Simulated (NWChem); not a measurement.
Program: NWChem. System: F3Ge, charge 1, spin multiplicity 1, at the geometry of a parent with another charge or spin, in a state set for the comparison that need not be this species' ground state. Level: MP2/def2-TZVP, 12 core orbitals frozen.

The NWChem input:

```
start mol
memory heap 200 mb stack 900 mb global 1100 mb
charge 1
geometry units angstroms nocenter noautoz
  F      0.802762    -0.360441     1.391756
  Ge     0.000681     0.302564     0.000000
  F      0.802762    -0.360441    -1.391756
  F     -1.607946    -0.354901     0.000000
  symmetry group Cs
end
basis spherical
  * library def2-tzvp
end
scf
  rhf
  nopen 0
  maxiter 100
  thresh 1e-7
  semidirect memsize 60000000 filesize 0
end
mp2
  freeze core 12
end
task mp2 energy
```

Output (cleaned and shortened):

```
             Northwest Computational Chemistry Package (NWChem) 7.3.0
             --------------------------------------------------------

                                NWChem Input Module
                                -------------------

 Scaling coordinates for geometry "geometry" by  1.889725989
 (inverse scale =  0.529177249)

 Turning off AUTOSYM since
 SYMMETRY directive was detected!

                             Geometry "geometry" -> ""
                             -------------------------

 Output coordinates in angstroms (scale by  1.889725989 to convert to a.u.)

  No.       Tag          Charge          X              Y              Z
 ---- ---------------- ---------- -------------- -------------- --------------
    1 F                    9.0000     0.80276200    -0.36044100     1.39175600
    2 Ge                  32.0000     0.00068100     0.30256400     0.00000000
    3 F                    9.0000     0.80276200    -0.36044100    -1.39175600
    4 F                    9.0000    -1.60794600    -0.35490100     0.00000000

 Effective nuclear repulsion energy (a.u.)     309.2941111287

            Nuclear Dipole moment (a.u.)
            ----------------------------
        X                 Y               Z
 ---------------- ---------------- ----------------
    -0.0000113384     0.0000018897     0.0000000000

      Symmetry information
      --------------------

 Group name             Cs
 Group number              2
 Group order               2
 No. of unique centers     3

      Symmetry unique atoms

     1    2    4


 Summary of "ao basis" -> "" (spherical)
 ------------------------------------------------------------------------------
       Tag                 Description            Shells   Functions and Types
 ---------------- ------------------------------  ------  ---------------------
 *                         def2-tzvp                  on all atoms

 Summary of "ao basis" -> "ao basis" (spherical)
 ------------------------------------------------------------------------------
       Tag                 Description            Shells   Functions and Types
[...]
     1   1 0 0      0.004477      0.000000     -0.000011
     1   0 1 0      1.993996      0.000000      0.000002
     1   0 0 1     -0.000000      0.000000      0.000000

     2   2 0 0    -21.934984      0.000000    124.519837
     2   1 1 0      0.012843      0.000000     -0.234697
     2   1 0 1     -0.000000      0.000000      0.000000
     2   0 2 0    -16.329327      0.000000     22.860349
     2   0 1 1     -0.000000      0.000000      0.000000
     2   0 0 2    -21.934740      0.000000    124.507749

                   NWChem MP2 Semi-direct Energy/Gradient Module
                   ---------------------------------------------

  Basis functions       =    141
  Molecular orbitals    =    141
  Frozen core           =     12
  Frozen virtuals       =      0
  Active alpha occupied =     17
  Active beta occupied  =     17
  Active alpha virtual  =    112
  Active beta virtual   =    112
  Use MO symmetry       = T
  Use skeleton AO sym   = T

  AO/Fock/Back tols     =   1.0D-09  1.0D-09  1.0D-09

 GA uses MA = F    GA memory limited = T

 Available:
  local mem=  1.26D+08
 global mem=  1.44D+08
 local disk=  0.00D+00
  mp2_memr nvloc                   112
  nvloc new                   112
   1 passes of  17:        5242880                     135719                  59830687.
   1 passes of  17: M    126147374           G      144139438           F     120904494.

 Semi-direct pass number   1 of   1  for RHF alpha+beta  at        4.8s
  vrange nnbf                  9237
  mp2_eaftype                   228  avail_ma_in_mb                  1099
 EAF : mp2_eaftype filesize         228   29915344.
  mp2_eaf for mointskh                    228
Node 0 wrote    140.7 Mb in      0.1 s     Agg I/O rate:  2572.5 Mb/s
 Done moints_semi at       12.5s
  mp2_eaftype                   228  avail_ma_in_mb                   871
 EAF : mp2_eaftype filesize         228   29915344.
  mp2_eaf for kh                   228
 Done maket at       13.2s
 Done multipass loop at       13.2s

          -------------------------------------------
          SCF energy               -2373.477123699812
          Correlation energy          -0.989558194277
          Singlet pairs               -0.578178646570
          Triplet pairs               -0.411379547708
          Total MP2 energy         -2374.466681894090
          -------------------------------------------

          ---------------------------------------------------
                    Spin Component Scaled (SCS) MP2
          Same spin pairs                     -0.274253031805
          Same spin scaling factor             0.333333333333
          Opposite spin pairs                 -0.715305162472
          Opposite spin scaling fact.          1.200000000000
          SCS-MP2 correlation energy          -0.949783872235
          Total SCS-MP2 energy             -2374.426907572047
          ---------------------------------------------------

 -----------------------
 Performance information
 -----------------------

 Timer overhead =  1.37D-07 seconds/call

               Nr. of calls         CPU time (s)                 Wall time (s)                GFlops
             ---------------    -------------------     ------------------------------   -------------------
Name         Min   Avg   Max    Min     Avg     Max     Min     Avg     Max   Mx/calls   Min     Max     Sum
mp2: moin     1     1     1    7.7     7.7     7.7      7.7     7.7     7.7     7.7      0.0     0.0     0.0
mp2: make     1     1     1   0.68    0.68    0.68     0.68    0.68    0.68    0.68      0.0     0.0     0.0
mp2: tota     1     1     1    8.4     8.4     8.4      8.4     8.4     8.4     8.4      0.0     0.0     0.0

 The average no. of pstat calls per process was 3.00D+00
 with a timing overhead of 4.10D-07s

 Task  times  cpu:       13.2s     wall:       13.2s

 Total times  cpu:       13.2s     wall:       13.2s
```
